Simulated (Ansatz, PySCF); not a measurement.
Si(I)(OH)3 (H₃IO₃Si), SMILES O[Si](O)(O)I.

The structure is a stationary point at B3LYP-D3(BJ)/def2-SVP. The def2 effective core potentials stand for the cores of I; spin–orbit coupling is left out. One conformer was computed; it need not be the lowest.

Vertical ionisation energy (IE) and electron affinity (EA) in eV. Rows of orbital energies are one-electron estimates. Where ΔSCF, EOM or ADC give a negative EA the extra electron is unbound and the value depends on the basis.

```json
[
 {"level": "−ε(HOMO), −ε(LUMO), ωB97X/def2-TZVP (PySCF)", "IE": "10.00", "EA": "-1.86"},
 {"level": "−ε(HOMO), −ε(LUMO), PBE/def2-TZVP (PySCF)", "IE": "6.55", "EA": "1.11"},
 {"level": "ΔSCF, CAM-B3LYP/def2-SVPD (Ansatz), final states of multiplicity 2 and 2", "IE": "10.13", "EA": "-0.72"},
 {"level": "ΔSCF, PBE/def2-SVPD (Ansatz), final states of multiplicity 2 and 2", "IE": "[?]", "EA": "[?]"}
]
```

Question: Complete the blanks. (Estimate from the structure and the level; the computed values follow.)

Answer: 
- ΔSCF, PBE/def2-SVPD (Ansatz, a quantum-chemistry and plane-wave program), final states of multiplicity 2 and 2, IE: 9.75
- ΔSCF, PBE/def2-SVPD (Ansatz), final states of multiplicity 2 and 2, EA: -0.41

Question: What vertical singlet–triplet gap does ΔSCF give with CAM-B3LYP/def2-SVPD (Ansatz) and with PBE/def2-SVPD (Ansatz)? (Estimate from the structure and the level; the computed values follow.)

Answer: 5.78 and 5.41 eV (triplet above singlet where positive).
